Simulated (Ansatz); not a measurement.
Consider the ligand exchange at the Si–N bond: `[SiH3]N1BC1` + `F[SiH](F)S` → `F[SiH](F)S[SiH3]` + `B1CN1`.

Computed with Ansatz on PBE0-D4/def2-TZVP structures; ΔE is electronic, products minus reactants. CCSD(T)/CBS is the MP2 limit (def2-TZVPP, def2-QZVPP) plus CCSD(T) − MP2 in def2-TZVPP, frozen cores. This one scheme is used for every species. DFT in def2-TZVPP. B3LYP here is the variant with VWN-RPA as its local correlation; programs differ in this. One conformer a species, not always the lowest.

`[SiH3]N1BC1`:

```xyz
10

Si    0.683   -1.366   -0.290
N    -0.170    0.124   -0.222
B    -0.949    1.170   -0.606
C    -0.357    1.192    0.813
H     0.187   -2.279    0.773
H     0.466   -1.975   -1.626
H     2.132   -1.128   -0.066
H    -1.582    1.586   -1.515
H    -0.943    0.904    1.684
H     0.532    1.772    1.055
```

`F[SiH](F)S`:

```xyz
6

F    -0.765   -1.507    0.192
Si    0.051   -0.178    0.471
F     1.574   -0.577    0.287
S    -0.505    1.357   -0.857
H    -0.181    0.266    1.853
H    -0.175    0.638   -1.946
```

`F[SiH](F)S[SiH3]`:

Z-matrix (Å, degrees):
```
Si
F 1 1.585
S 1 2.098 2 111.7
F 1 1.588 2 105.5 3 120.4
H 1 1.470 2 108.7 3 -122.0
Si 3 2.157 1 98.6 2 72.7
H 6 1.482 3 110.0 1 -36.9
H 6 1.481 3 105.2 1 -156.1
H 6 1.481 3 110.3 1 85.0
```

`B1CN1`:

Cartesian coordinates in Å:
```
B 0.773 -0.072 0.556
C -0.066 0.173 -0.738
N -0.563 -0.189 0.594
H 1.767 -0.146 1.194
H -0.293 1.179 -1.088
H -0.151 -0.588 -1.514
H -1.466 -0.357 0.995
```

```json
{"level": "PBE-D4", "ΔE (kcal/mol)": "-0.3", "difference from CCSD(T)/CBS": "-2.3"}
{"level": "PBE0-D4", "ΔE (kcal/mol)": "0.1", "difference from CCSD(T)/CBS": "-1.9"}
{"level": "B3LYP-D4", "ΔE (kcal/mol)": "2.4", "difference from CCSD(T)/CBS": "0.4"}
{"level": "ωB97X-V", "ΔE (kcal/mol)": "1.7", "difference from CCSD(T)/CBS": "-0.3"}
{"level": "ωB97M-V", "ΔE (kcal/mol)": "1.6", "difference from CCSD(T)/CBS": "-0.4"}
{"level": "PBE", "ΔE (kcal/mol)": "0.1", "difference from CCSD(T)/CBS": "-1.9"}
{"level": "r2SCAN", "ΔE (kcal/mol)": "1.3", "difference from CCSD(T)/CBS": "-0.7"}
{"level": "PBE0", "ΔE (kcal/mol)": "0.5", "difference from CCSD(T)/CBS": "-1.5"}
{"level": "HF/def2-TZVPP", "ΔE (kcal/mol)": "5.6", "difference from CCSD(T)/CBS": "3.6"}
{"level": "MP2/def2-TZVPP", "ΔE (kcal/mol)": "2.6", "difference from CCSD(T)/CBS": "0.6"}
{"level": "CCSD/def2-TZVPP", "ΔE (kcal/mol)": "3.4", "difference from CCSD(T)/CBS": "1.4"}
{"level": "CCSD(T)/def2-TZVPP", "ΔE (kcal/mol)": "2.9", "difference from CCSD(T)/CBS": "0.9"}
{"level": "HF/def2-QZVPP", "ΔE (kcal/mol)": "5.8", "difference from CCSD(T)/CBS": "3.8"}
{"level": "MP2/def2-QZVPP", "ΔE (kcal/mol)": "2.2", "difference from CCSD(T)/CBS": "0.2"}
{"level": "SCS-MP2/def2-QZVPP", "ΔE (kcal/mol)": "3.1", "difference from CCSD(T)/CBS": "1.1"}
{"level": "HF/CBS(def2)", "ΔE (kcal/mol)": "5.8", "difference from CCSD(T)/CBS": "3.8"}
{"level": "CCSD(T)/CBS", "ΔE (kcal/mol)": "2.0", "difference from CCSD(T)/CBS": "0"}
```

Largest T1 diagnostic among the species: 0.013.

In def2-TZVPP, CCSD(T) changes the Hartree–Fock value by −2.7 kcal/mol (the triples alone add −0.5 kcal/mol) and MP2 by −3.0 kcal/mol. The D4 term adds −0.8 kcal/mol with B3LYP and −0.4 kcal/mol with PBE0; it sums over pairs of atoms, weighted by their polarisabilities, and B3LYP, whose exchange is more repulsive, gets the larger term.
